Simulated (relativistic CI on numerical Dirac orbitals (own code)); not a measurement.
Method of calculation: Dirac-Coulomb-Breit CI, orbitals from a KLI potential per configuration, model QED (radiative potential, 1s self-energy scaled to tabulated hydrogen-like ionisation energies), unscaled Slater integrals (own radial code, finite nucleus).

The strongest absorption lines from the ground level of an ion, among the configurations computed and to levels below about 59.8 eV (vacuum wavelength in Å, gf): 210.04 (0.063), 215.88 (0.27), 216.01 (0.097), 253.21 (0.029), 262.03 (0.025), 268.46 (0.048), 275.15 (0.092), 291.02 (0.48).

Which ion is it?
A. Hg⁸⁺
B. Pb¹⁰⁺
C. Pt⁶⁺
D. Hg⁶⁺

A. Hg⁸⁺ has 72 electrons and the ground level 5p⁶5d⁴ ⁵D0; the strongest line goes to 5p⁶5d³6p ³D°1. The pattern of lines fixes the number of electrons, and along that sequence the line energies rise steadily with the charge (about as its square where n changes within one kind of shell, about linearly where n is kept but much faster in heavy ions where fine structure, which grows about as Z⁴, sets the gap, and irregularly where shells cross), which fixes Z. Configurations outside the model, such as inner-shell arrays, can give stronger lines. At this charge configurations can still be misplaced by up to about 7 % of their energy. Terms inside the open d or f shell come out 10 to 20 % too wide with unscaled integrals. Levels and lines within the n = 5 or 6 shells can be off by up to 10 % or somewhat more, and those that change n by about 2 %, since core polarisation is missing.

LS names give the leading component of a level, which can be under half, so a name can repeat, a term be missing and a line seem to break the LS rules.
